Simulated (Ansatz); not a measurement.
Predict a relaxed structure of V₂B₂ (the lowest singlet isomer of a short search), charge 0, singlet, at r2SCAN-D4/def2-SVP (Ansatz).


| atom | x (Å) | y (Å) | z (Å) |
| --- | --- | --- | --- |
| V1 | -0.6798 | -0.7829 | 0.7153 |
| V2 | 0.0433 | 0.8574 | 0.9217 |
| B3 | -0.3295 | 0.2821 | -1.0849 |
| B4 | 0.9661 | -0.3566 | -0.5520 |
Point group C2v (tolerance 0.1 Å). This is one stationary point.

The restricted singlet is unstable towards broken spin symmetry at other levels; at r2SCAN-D4/def2-SVP this wasn't settled. At r2SCAN-D4/def2-SVP a triplet of charge 0 lies 0.17 eV below the restricted singlet, each at its own geometry. The structure comes from a short search, and lower isomers may exist.
